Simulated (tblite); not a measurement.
C3H11PSi2.
Numbering: `[CH3:1][C@@H:2]1[CH2:3][SiH2:4][PH:5][SiH2:6]1` (hydrogens: H7, H8, H9 on C1; H10 on C2; H11, H12 on C3; H13, H14 on Si4; H15 on P5; H16, H17 on Si6)

Computed with GFN2-xTB (tblite), gas phase: L-BFGS steps from a force-field or distance-geometry start until the largest atomic force falls under 0.01 eV/Å.

Geometry at step 6:
```
atom  x, y, z in Å
C1      1.7341   -0.6733    0.6276
C2      0.7167   -0.4281   -0.5002
C3      0.4190    1.0832   -0.5982
Si4    -1.3993    1.5486   -0.1314
P5     -2.2800   -0.1898    1.0069
Si6    -0.9027   -1.4664   -0.2490
H7      1.7313    0.1634    1.3252
H8      1.5120   -1.5531    1.2290
H9      2.7381   -0.7690    0.2136
H10     1.1819   -0.7524   -1.4432
H11     1.0914    1.6136    0.0865
H12     0.6690    1.4462   -1.6021
H13    -2.1291    1.6141   -1.4112
H14    -1.4462    2.8391    0.5801
H15    -1.5045   -0.0865    2.1612
H16    -0.6157   -2.8145    0.2852
H17    -1.5232   -1.5630   -1.5900
```

**Question.** What forces act on the atoms?

**Answer.** 
```json
{"atom": "C1", "Fx (eV/Å)": "0.018", "Fy (eV/Å)": "-0.002", "Fz (eV/Å)": "0.081"}
{"atom": "C2", "Fx (eV/Å)": "0.039", "Fy (eV/Å)": "-0.033", "Fz (eV/Å)": "0.140"}
{"atom": "C3", "Fx (eV/Å)": "-0.026", "Fy (eV/Å)": "0.036", "Fz (eV/Å)": "0.004"}
{"atom": "Si4", "Fx (eV/Å)": "0.183", "Fy (eV/Å)": "0.042", "Fz (eV/Å)": "-0.156"}
{"atom": "P5", "Fx (eV/Å)": "0.200", "Fy (eV/Å)": "0.036", "Fz (eV/Å)": "-0.191"}
{"atom": "Si6", "Fx (eV/Å)": "0.099", "Fy (eV/Å)": "0.046", "Fz (eV/Å)": "-0.071"}
{"atom": "H7", "Fx (eV/Å)": "0.056", "Fy (eV/Å)": "-0.034", "Fz (eV/Å)": "0.006"}
{"atom": "H8", "Fx (eV/Å)": "0.056", "Fy (eV/Å)": "-0.161", "Fz (eV/Å)": "-0.201"}
{"atom": "H9", "Fx (eV/Å)": "-0.037", "Fy (eV/Å)": "-0.014", "Fz (eV/Å)": "0.158"}
{"atom": "H10", "Fx (eV/Å)": "-0.149", "Fy (eV/Å)": "0.027", "Fz (eV/Å)": "0.204"}
{"atom": "H11", "Fx (eV/Å)": "-0.090", "Fy (eV/Å)": "0.026", "Fz (eV/Å)": "-0.216"}
{"atom": "H12", "Fx (eV/Å)": "-0.188", "Fy (eV/Å)": "-0.008", "Fz (eV/Å)": "0.187"}
{"atom": "H13", "Fx (eV/Å)": "-0.089", "Fy (eV/Å)": "0.059", "Fz (eV/Å)": "0.171"}
{"atom": "H14", "Fx (eV/Å)": "-0.033", "Fy (eV/Å)": "-0.190", "Fz (eV/Å)": "-0.040"}
{"atom": "H15", "Fx (eV/Å)": "0.038", "Fy (eV/Å)": "-0.025", "Fz (eV/Å)": "-0.274"}
{"atom": "H16", "Fx (eV/Å)": "-0.064", "Fy (eV/Å)": "0.261", "Fz (eV/Å)": "-0.039"}
{"atom": "H17", "Fx (eV/Å)": "-0.015", "Fy (eV/Å)": "-0.067", "Fz (eV/Å)": "0.237"}
```

The largest, 0.28 eV/Å, acts on P5 (H15, H16 within 3 % of it); the rms over all components is 0.123 eV/Å. The forces sum to zero within rounding, as they must for an isolated molecule in no field.

**Question.** Give the force on P5 in Eh/bohr and in nN.

**Answer.** 0.279 eV/Å ÷ 51.422 = 0.00542 Eh/bohr, and 0.279 eV/Å × 1.602 = 0.45 nN.

**Question.** How far is this geometry from the end of the optimisation?

**Answer.** 0.362 eV above it, and 0.720 Å rms away after alignment. The bonds farthest from their final lengths, with half the difference of the two atoms' forces along the bond (positive lengthens):

```json
{"bond": "P5–Si6", "now (Å)": "2.259", "final (Å)": "2.241", "force along bond (eV/Å)": "-0.07"}
{"bond": "C3–Si4", "now (Å)": "1.934", "final (Å)": "1.916", "force along bond (eV/Å)": "-0.12"}
{"bond": "C2–Si6", "now (Å)": "1.940", "final (Å)": "1.925", "force along bond (eV/Å)": "-0.06"}
{"bond": "Si6–H17", "now (Å)": "1.481", "final (Å)": "1.466", "force along bond (eV/Å)": "-0.11"}
{"bond": "Si6–H16", "now (Å)": "1.478", "final (Å)": "1.464", "force along bond (eV/Å)": "-0.11"}
{"bond": "P5–H15", "now (Å)": "1.394", "final (Å)": "1.380", "force along bond (eV/Å)": "-0.08"}
```

The angle farthest from its final value is Si4–P5–Si6, 85.2° against 92.1°.

Of the 6 listed bonds off by 0.010 Å or more, this force points towards the final length in 6.

The cost below is that of the whole relaxation. Hardware: Arm Neoverse N1, one thread, shared host with 64 logical CPUs at a one-minute load of 61. Cost: 1.8 s.
